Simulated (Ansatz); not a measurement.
`NB(F)[O][GeH3]` + H₂Se → `NB(F)[SeH]` + `[OH][GeH3]`  (ligand exchange at a B–O bond)

Gas-phase electronic energies from Ansatz, PBE0-D4/def2-TZVP geometries. CBS: MP2 limit from def2 TZ/QZ plus the TZ coupled-cluster correction, frozen cores. For Ge, Se outer-core shells are correlated without core-valence functions, which leaves a few kJ/mol of doubt a bond. Scalar relativity is left out up to krypton. Each species was taken in one conformer, which may not be the lowest.

| level | ΔE (eV) |
| --- | --- |
| HF/def2-TZVPP | 1.03 |
| CCSD/CBS(def2) | 0.84 |

Question: What does CCSD(T)/CBS give? (An estimate is asked.)

Answer: Ansatz gave: +0.81 eV. The listed levels differ from it by 0.22, 0.03 eV.

Largest T1 diagnostic among the species: 0.012.

From PBE to PBE0 (25 % exact exchange), in def2-TZVPP and without D4, ΔE moves by +0.06 eV. In def2-TZVPP, CCSD(T) changes the Hartree–Fock value by −0.18 eV (the triples alone add −0.03 eV) and MP2 by −0.24 eV.
